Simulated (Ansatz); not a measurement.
Molecule: CH2BF2, net charge 0, doublet state. It need not be the lowest isomer of its formula. SMILES: [CH2]B(F)F
Geometry from a B3LYP-D3(BJ)/def2-TZVP (Ansatz, a quantum-chemistry and plane-wave program) optimisation:
```xyz
6

B      0.0251     0.0049    -0.0022
F      0.5583     1.1349     0.4529
F      0.8587    -0.8586    -0.5747
C     -1.4693    -0.2865     0.1263
H     -2.1527     0.4126     0.5913
H     -1.9090    -1.2046    -0.2422
```
Charge 0, spin multiplicity 2.

Computed values are from Ansatz. Cores are frozen in the correlated levels unless marked. UHF or UKS for open shells. No spin-orbit coupling. Non-relativistic. CBS(X,Y): correlation extrapolated as X^-3; Hartree-Fock from the larger set. The bracket is a focal-point correction in the basis named.

Task: What is the total energy at RI-MP2/CBS(aug-cc-pVTZ,aug-cc-pVQZ)+[CCSD(T)-MP2]/aug-cc-pVTZ?

Result: -263.7044 Eh.

Task: What is the atomisation energy De at RI-MP2/CBS(aug-cc-pVTZ,aug-cc-pVQZ)+[CCSD(T)-MP2]/aug-cc-pVTZ?

Result: 2558.1 kJ/mol.

Task: What is the T1 diagnostic at CCSD/aug-cc-pVTZ?

Result: 0.013.

Task: What is the dipole moment at CCSD(T)/aug-cc-pVDZ?

Result: 1.91 D.
